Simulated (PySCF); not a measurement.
Compound: cis-Sn(H2O)2Cl4.
Bonds: Sn1–O2, Sn1–Cl5, Sn1–O6, Sn1–Cl9, Sn1–Cl10, Sn1–Cl11. Hydrogens: H3, H4 on O2; H7, H8 on O6.

Method: PBE0-D3(BJ)/def2-SVP geometry optimisation, gas phase, def2 core potentials past Kr in PySCF.

(1) How far are the bound atoms from Sn1?

(2) List the angles at Sn1.

(3) Describe the arrangement about Sn1 in numbers.

(4) What are the other bond lengths?

(5) What are the rotational constants (commonest isotopes, rigid rotor)?

Results:

(1) 6 atoms: O2 2.336 Å, O6 2.337 Å, Cl9 2.359 Å, Cl5 2.359 Å, Cl11 2.385 Å, Cl10 2.387 Å. The nearest atom not counted as bound is H7, at 2.68 Å (others tie with it).

(2) 
```csv
angle,degrees,distance of the outer atoms (Å)
O6–Sn1–Cl9,167.9,4.67
O2–Sn1–Cl5,167.6,4.67
Cl10–Sn1–Cl11,153.0,4.64
Cl5–Sn1–Cl9,106.8,3.79
Cl5–Sn1–Cl11,98.3,3.59
Cl9–Sn1–Cl10,98.0,3.58
Cl9–Sn1–Cl11,97.9,3.58
Cl5–Sn1–Cl10,97.8,3.58
O2–Sn1–Cl9,85.4,3.18
Cl5–Sn1–O6,85.0,3.17
O2–Sn1–O6,82.8,3.09
O6–Sn1–Cl11,82.4,3.11
O2–Sn1–Cl10,82.0,3.10
O2–Sn1–Cl11,77.7,2.96
O6–Sn1–Cl10,77.6,2.96
```

(3) The three widest angles are 167.9°, 167.6° and 153.0°, the others run from 77.6° to 106.8°. The Sn–Cl distances aren't all alike: 2.359 to 2.387 Å.

(4) O2–H3 and 3 like bonds 0.972 Å.

(5) A = 827.2, B = 777.7, C = 699.1 MHz: an asymmetric top.

Charge 0, singlet. No frequency check.
